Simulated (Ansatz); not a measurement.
Ansatz (a program for electronic structure) input (B3LYP-D3(BJ)/def2-TZVP):

Ansatz 0.2 input:
```yaml
crystal:
  periodic: [false, false, false]
  atoms:
    - {symbol: Pb, position_ang: [-0.00000000, -0.00000000, -0.78916918]}
    - {symbol: Br, position_ang: [0.00000000, 0.00000000, 1.84891064]}
basis:
  gaussian:
    orbitals: def2-TZVP
hamiltonian:
  xc: b3lyp
  dispersion: d3bj
magnetization: {spin_polarized: true, initial_magnetization: 1}
phonons: {temperatures: {t_min: 298.15, t_max: 298.15, t_step: 100}}
```

Output:

```
Functional definition: B3LYP
integrals: 0.04 GiB planned
868 factors; integrals over basis functions are off by at most 3.1e-4 eV
mean field: 0.63 GiB planned
mean field evaluation 1: about -75297.7792 eV, gradient 9.9e0 eV
mean field evaluation 2: about -75294.5693 eV, gradient 2.5e1 eV
mean field evaluation 4: about -75298.5811 eV, gradient 6.0e-1 eV
mean field evaluation 8: about -75298.5851 eV, gradient 1.7e-2 eV
mean field evaluation 16: about -75298.5103 eV, gradient 3.3e0 eV
mean field -75298.58508321 eV, -2767.1719625937 hartree, gradient 7.7e-5 eV, S^2 0.751724; 1 other end points of the search recorded, 0 dependent functions left out
the calculation of the forces begins
reference -75298.58527439 eV, -2767.1719696197 hartree; 29, 28 occupied and 69, 70 virtual orbitals, 868 factors
these checks for a lower state are left out or cut short: stability, starts, cluster_reference, orbital_swaps, neighbouring_geometries, increment
integrals: 0.04 GiB planned
868 factors; integrals over basis functions are off by at most 3.1e-4 eV
mean field: 0.63 GiB planned
mean field evaluation 32: about -75298.5851 eV, gradient 2.7e-6 eV
mean field -75298.58508321 eV, -2767.1719625939 hartree, gradient 1.9e-6 eV, S^2 0.751724; 0 other end points of the search recorded, 0 dependent functions left out
the calculation of the forces begins
reference -75298.58527440 eV, -2767.1719696199 hartree; 29, 28 occupied and 69, 70 virtual orbitals, 868 factors
these checks for a lower state are left out or cut short: stability, starts, cluster_reference, orbital_swaps, neighbouring_geometries, increment
integrals: 0.04 GiB planned
868 factors; integrals over basis functions are off by at most 3.1e-4 eV
mean field: 0.63 GiB planned
mean field -75298.58508321 eV, -2767.1719625939 hartree, gradient 1.9e-6 eV, S^2 0.751724; 0 other end points of the search recorded, 0 dependent functions left out
the calculation of the forces begins
reference -75298.58527440 eV, -2767.1719696199 hartree; 29, 28 occupied and 69, 70 virtual orbitals, 868 factors
these checks for a lower state are left out or cut short: stability, starts, cluster_reference, orbital_swaps, neighbouring_geometries, increment
integrals: 0.04 GiB planned
868 factors; integrals over basis functions are off by at most 3.1e-4 eV
mean field: 0.63 GiB planned
mean field -75298.58508321 eV, -2767.1719625939 hartree, gradient 2.2e-7 eV, S^2 0.751724; 0 other end points of the search recorded, 0 dependent functions left out
the calculation of the forces begins
reference -75298.58527440 eV, -2767.1719696199 hartree; 29, 28 occupied and 69, 70 virtual orbitals, 868 factors
these checks for a lower state are left out or cut short: stability, starts, cluster_reference, orbital_swaps, neighbouring_geometries, increment
integrals: 0.04 GiB planned
868 factors; integrals over basis functions are off by at most 3.1e-4 eV
mean field: 0.63 GiB planned
mean field -75298.58508321 eV, -2767.1719625939 hartree, gradient 2.2e-7 eV, S^2 0.751724; 0 other end points of the search recorded, 0 dependent functions left out
the calculation of the forces begins
reference -75298.58527440 eV, -2767.1719696199 hartree; 29, 28 occupied and 69, 70 virtual orbitals, 868 factors
these checks for a lower state are left out or cut short: stability, starts, cluster_reference, orbital_swaps, neighbouring_geometries, increment
integrals: 0.04 GiB planned
868 factors; integrals over basis functions are off by at most 3.1e-4 eV
mean field: 0.63 GiB planned
mean field -75298.58504470 eV, -2767.1719611787 hartree, gradient 2.2e-6 eV, S^2 0.751723; 0 other end points of the search recorded, 0 dependent functions left out
the calculation of the forces begins
reference -75298.58523587 eV, -2767.1719682038 hartree; 29, 28 occupied and 69, 70 virtual orbitals, 868 factors
these checks for a lower state are left out or cut short: stability, starts, cluster_reference, orbital_swaps, neighbouring_geometries, increment
integrals: 0.04 GiB planned
868 factors; integrals over basis functions are off by at most 3.1e-4 eV
mean field: 0.63 GiB planned
mean field evaluation 64: about -75298.5851 eV, gradient 3.2e-5 eV
mean field -75298.58506708 eV, -2767.1719620012 hartree, gradient 2.4e-6 eV, S^2 0.751725; 0 other end points of the search recorded, 0 dependent functions left out
the calculation of the forces begins
reference -75298.58525829 eV, -2767.1719690281 hartree; 29, 28 occupied and 69, 70 virtual orbitals, 868 factors
these checks for a lower state are left out or cut short: stability, starts, cluster_reference, orbital_swaps, neighbouring_geometries, increment
integrals: 0.04 GiB planned
868 factors; integrals over basis functions are off by at most 3.1e-4 eV
mean field: 0.63 GiB planned
mean field -75298.58508321 eV, -2767.1719625939 hartree, gradient 1.9e-6 eV, S^2 0.751724; 0 other end points of the search recorded, 0 dependent functions left out
the calculation of the forces begins
reference -75298.58527440 eV, -2767.1719696199 hartree; 29, 28 occupied and 69, 70 virtual orbitals, 868 factors
these checks for a lower state are left out or cut short: stability, starts, cluster_reference, orbital_swaps, neighbouring_geometries, increment
integrals: 0.04 GiB planned
868 factors; integrals over basis functions are off by at most 3.1e-4 eV
mean field: 0.63 GiB planned
mean field -75298.58508321 eV, -2767.1719625939 hartree, gradient 1.9e-6 eV, S^2 0.751724; 0 other end points of the search recorded, 0 dependent functions left out
the calculation of the forces begins
reference -75298.58527440 eV, -2767.1719696199 hartree; 29, 28 occupied and 69, 70 virtual orbitals, 868 factors
these checks for a lower state are left out or cut short: stability, starts, cluster_reference, orbital_swaps, neighbouring_geometries, increment
integrals: 0.04 GiB planned
868 factors; integrals over basis functions are off by at most 3.1e-4 eV
mean field: 0.63 GiB planned
mean field -75298.58508321 eV, -2767.1719625939 hartree, gradient 2.2e-7 eV, S^2 0.751724; 0 other end points of the search recorded, 0 dependent functions left out
the calculation of the forces begins
reference -75298.58527440 eV, -2767.1719696199 hartree; 29, 28 occupied and 69, 70 virtual orbitals, 868 factors
these checks for a lower state are left out or cut short: stability, starts, cluster_reference, orbital_swaps, neighbouring_geometries, increment
integrals: 0.04 GiB planned
868 factors; integrals over basis functions are off by at most 3.1e-4 eV
mean field: 0.63 GiB planned
mean field evaluation 96: about -75298.5851 eV, gradient 2.2e-7 eV
mean field -75298.58508321 eV, -2767.1719625939 hartree, gradient 2.2e-7 eV, S^2 0.751724; 0 other end points of the search recorded, 0 dependent functions left out
the calculation of the forces begins
reference -75298.58527440 eV, -2767.1719696199 hartree; 29, 28 occupied and 69, 70 virtual orbitals, 868 factors
these checks for a lower state are left out or cut short: stability, starts, cluster_reference, orbital_swaps, neighbouring_geometries, increment
integrals: 0.04 GiB planned
868 factors; integrals over basis functions are off by at most 3.1e-4 eV
mean field: 0.63 GiB planned
mean field -75298.58506708 eV, -2767.1719620012 hartree, gradient 2.4e-6 eV, S^2 0.751725; 0 other end points of the search recorded, 0 dependent functions left out
the calculation of the forces begins
reference -75298.58525829 eV, -2767.1719690281 hartree; 29, 28 occupied and 69, 70 virtual orbitals, 868 factors
these checks for a lower state are left out or cut short: stability, starts, cluster_reference, orbital_swaps, neighbouring_geometries, increment
integrals: 0.04 GiB planned
868 factors; integrals over basis functions are off by at most 3.1e-4 eV
mean field: 0.63 GiB planned
mean field -75298.58504470 eV, -2767.1719611787 hartree, gradient 2.2e-6 eV, S^2 0.751723; 0 other end points of the search recorded, 0 dependent functions left out
the calculation of the forces begins
reference -75298.58523587 eV, -2767.1719682038 hartree; 29, 28 occupied and 69, 70 virtual orbitals, 868 factors
Total energy: -75298.67735444 eV, -2767.1753534991 hartree
Atom 0 at    -0.000000    -0.000000    -0.789169 Å, force     0.000000    -0.000000     0.000602 eV/Å
Atom 1 at     0.000000     0.000000     1.848911 Å, force     0.000000    -0.000000    -0.000602 eV/Å
Dipole moment:    -0.000000     0.000000    -0.747795 e Å
Vibrations: 203.16 cm⁻¹, zero-point energy 0.012594 eV
```
